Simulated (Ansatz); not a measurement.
Total energies of `Cc1csc(-c2sc(-c3sc(-c4sc(-c5sccc5C)cc4C)cc3C)cc2C)c1` from Ansatz at PBE-D4/def2-TZVP, gas phase (1 Eh = 27.2114 eV = 2625.5 kJ/mol). The reference geometry is relaxed at r2SCAN-D4/def2-SVP.

```
                state   geometry  energy (Eh)
     charge 0 singlet  reference  -2955.29034
     charge 1 doublet  reference  -2955.07675
    charge -1 doublet  reference  -2955.33381
free C atom (triplet)          –    -37.79597
free S atom (triplet)          –   -397.93833
free H atom (doublet)          –     -0.49962
```

Single mean-field runs in def2-TZVP are fitted with def2-universal-jkfit.

Task: Work out the vertical ionisation energy to the doublet.

Result: E(charge 1 doublet) − E(charge 0 singlet) = -2955.07675 − (-2955.29034) = 0.21359 Eh = 5.81 eV. For comparison, −ε of the highest occupied level is 4.31 eV at this level, 1.50 eV less.

Task: Work out the vertical electron affinity, to the doublet.

Result: E(charge 0 singlet) − E(charge -1 doublet) = -2955.29034 − (-2955.33381) = 0.04347 Eh = 1.18 eV. The basis lacks diffuse functions, which makes affinities too small.

Task: Give the fundamental gap IE − EA, the Mulliken electronegativity (IE + EA)/2 and the hardness (IE − EA)/2.

Result: From the values in Eh: IE − EA = 0.21359 − 0.04347 = 0.17012 Eh = 4.63 eV; (IE + EA)/2 = 3.50 eV; (IE − EA)/2 = 2.31 eV. The HOMO–LUMO gap of the same run is 1.74 eV, 2.89 eV smaller than the fundamental gap.

Task: What is the binding energy per atom against free atoms?

Result: Atoms: 25 × (-37.79597) + 5 × (-397.93833) + 22 × (-0.49962) = -2945.58254 Eh. Binding: -2945.58254 − (-2955.29034) = 9.70780 Eh = 264.16 eV, or 5.08 eV for each of 52 atoms (no zero-point energy, no counterpoise term).

At PBE-D4/def2-TZVP the highest occupied level of the charge -1 doublet lies above zero (up to 0.29 eV). By energy differences its removal costs 1.18 eV (vertical, to the charge 0 singlet, at PBE-D4/def2-TZVP); self-interaction error and the lack of diffuse functions both raise the level.
